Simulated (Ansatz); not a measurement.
`F[SiH](F)[Si](F)(F)F` + `CBC(C)C` → `CB[Si](F)(F)F` + `CC(C)[SiH](F)F`  (redistribution)

Program: Ansatz. Geometries: PBE0-D4/def2-TZVP. ΔE: electronic, gas phase. CCSD(T)/CBS is the MP2 limit (def2-TZVPP, def2-QZVPP) plus CCSD(T) − MP2 in def2-TZVPP, frozen cores. Functionals use def2-TZVPP. B3LYP here is the variant with VWN-RPA as its local correlation; programs differ in this. HSE06 is defined as in plane-wave codes. Each species was taken in one conformer, which may not be the lowest.

| level | ΔE (kJ/mol) | difference from CCSD(T)/CBS |
| --- | --- | --- |
| LDA (SPW92) | -13.6 | 6.0 |
| PBE-D4 | -13.3 | 6.3 |
| revPBE-D4 | -12.6 | 7.0 |
| BLYP-D4 | -14.7 | 4.9 |
| r2SCAN-D4 | -18.3 | 1.3 |
| B97M-V | -17.0 | 2.6 |
| B3LYP-D4 | -17.1 | 2.5 |
| r2SCANh-D4 | -19.0 | 0.6 |
| r2SCAN0-D4 | -19.9 | -0.3 |
| HSE06-D4 | -16.2 | 3.4 |
| BHLYP-D4 | -19.8 | -0.2 |
| CAM-B3LYP-D4 | -18.6 | 1.0 |
| ωB97X-V | -19.4 | 0.2 |
| ωB97M-V | -22.4 | -2.8 |
| B2PLYP | -18.4 | 1.2 |
| PBE-QIDH | -19.1 | 0.5 |
| revPBE | -12.7 | 6.9 |
| BLYP | -14.0 | 5.6 |
| r2SCAN | -18.3 | 1.3 |
| PBE0 | -16.2 | 3.4 |
| B3LYP | -16.6 | 3.0 |
| r2SCANh | -19.0 | 0.6 |
| HSE06 | -16.1 | 3.5 |
| BHLYP | -19.5 | 0.1 |
| CAM-B3LYP | -18.4 | 1.2 |
| LC-ωPBE | -19.5 | 0.1 |
| RPA@PBE/def2-TZVPP | -20.9 | -1.3 |
| MP2/def2-SVP | -30.9 | -11.3 |
| CCSD/def2-SVP | -31.9 | -12.3 |
| CCSD(T)/def2-SVP | -31.1 | -11.5 |
| HF/def2-TZVPP | -21.1 | -1.5 |
| MP2/def2-TZVPP | -20.7 | -1.1 |
| SCS-MP2/def2-TZVPP | -20.4 | -0.8 |
| CCSD/def2-TZVPP | -21.3 | -1.7 |
| CCSD(T)/def2-TZVPP | -20.8 | -1.2 |
| HF/def2-QZVPP | -19.7 | -0.1 |
| SCS-MP2/def2-QZVPP | -19.3 | 0.3 |
| HF/CBS(def2) | -19.5 | 0.1 |
| MP2/CBS(def2) | -19.5 | 0.1 |
| CCSD/CBS(def2) | -20.1 | -0.5 |
| CCSD(T)/CBS | -19.6 | 0 |

Question: What do rigid-rotor, harmonic-oscillator terms from PBE0-D4/def2-TZVP frequencies (298.15 K, 1 bar) make of the CCSD(T)/CBS value? (An estimate is asked.)

Answer: Ansatz gave: ΔZPE = +0.1 kJ/mol, ΔH = -20.1 kJ/mol, ΔS = -12 J/(mol·K), ΔG = -16.6 kJ/mol. Modes under 50 cm⁻¹ make the entropy rough.

Largest T1 diagnostic among the species: 0.013.

From PBE to PBE0 (25 % exact exchange), in def2-TZVPP and without D4, ΔE moves by −3.2 kJ/mol. Leaving LDA and LC-ωPBE aside and taking each functional with its dispersion term where it has one, the values spread over 9.8 kJ/mol, from ωB97M-V to revPBE-D4. At CCSD(T), def2-SVP lies −11.5 kJ/mol from the extrapolated value and def2-TZVPP −1.2 kJ/mol.
